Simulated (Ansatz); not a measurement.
Gas-phase electronic energies from Ansatz, PBE0-D4/def2-TZVP geometries. CCSD(T)/CBS is the MP2 limit (def2-TZVPP, def2-QZVPP) plus CCSD(T) − MP2 in def2-TZVPP, frozen cores. DFT in def2-TZVPP. For Ge, Se outer-core shells are correlated without core-valence functions, which leaves a few kJ/mol of doubt a bond. Scalar relativity is left out up to krypton. One conformer a species, not always the lowest.

Reaction (ligand exchange at the Si–C bond): `[SiH3]CC[SeH]` + `[NH2][Ge][OH]` → `[NH2][Ge][O][SiH3]` + `CC[SeH]`

`[SiH3]CC[SeH]`:

Cartesian coordinates in Å:
```
Si -1.205 0.416 1.278
C 0.221 -0.396 0.353
C 0.573 0.331 -0.929
Se 2.101 -0.424 -1.903
H -2.426 0.436 0.427
H -1.504 -0.329 2.529
H -0.855 1.820 1.624
H 1.090 -0.443 1.015
H -0.057 -1.434 0.139
H -0.268 0.374 -1.621
H 0.883 1.360 -0.732
H 1.448 -1.711 -2.180
```

`[NH2][Ge][OH]`:

Z-matrix (Å, degrees):
```
N
Ge 1 1.829
H 1 1.009 2 127.3
H 1 1.008 2 121.0 3 -179.9
O 2 1.793 1 99.4 3 0.0
H 5 0.961 2 116.5 1 -0.1
```

`[NH2][Ge][O][SiH3]`:

Cartesian coordinates in Å:
```
N 1.146 0.119 2.137
Ge 1.521 0.308 0.375
O -0.170 -0.026 -0.154
Si -0.949 -0.110 -1.588
H 1.831 0.223 2.868
H 0.222 -0.101 2.478
H -1.539 -1.464 -1.765
H -2.044 0.896 -1.628
H -0.020 0.155 -2.723
```

`CC[SeH]`:

```xyz
9

C     0.152    0.369    0.898
C     0.424   -0.405   -0.372
Se   -1.192   -0.920   -1.351
H     1.089    0.590    1.418
H    -0.492   -0.196    1.574
H    -0.343    1.319    0.683
H     0.911   -1.359   -0.161
H     1.068    0.145   -1.058
H    -1.617    0.458   -1.632
```

| level | ΔE (eV) |
| --- | --- |
| ωB97X-V | -1.18 |
| ωB97M-V | -1.17 |
| HF/def2-TZVPP | -1.42 |
| HF/def2-QZVPP | -1.44 |

Problem. What does CCSD(T)/CBS give? (An estimate is asked.)

Solution. Computed: -1.19 eV. The listed levels differ from it by 0.01, 0.02, -0.23, -0.25 eV.

Largest T1 diagnostic among the species: 0.014.

In def2-TZVPP, CCSD(T) changes the Hartree–Fock value by +0.22 eV (the triples alone add +0.03 eV) and MP2 by +0.21 eV. From PBE to PBE0 (25 % exact exchange), in def2-TZVPP and without D4, ΔE moves by −0.06 eV.
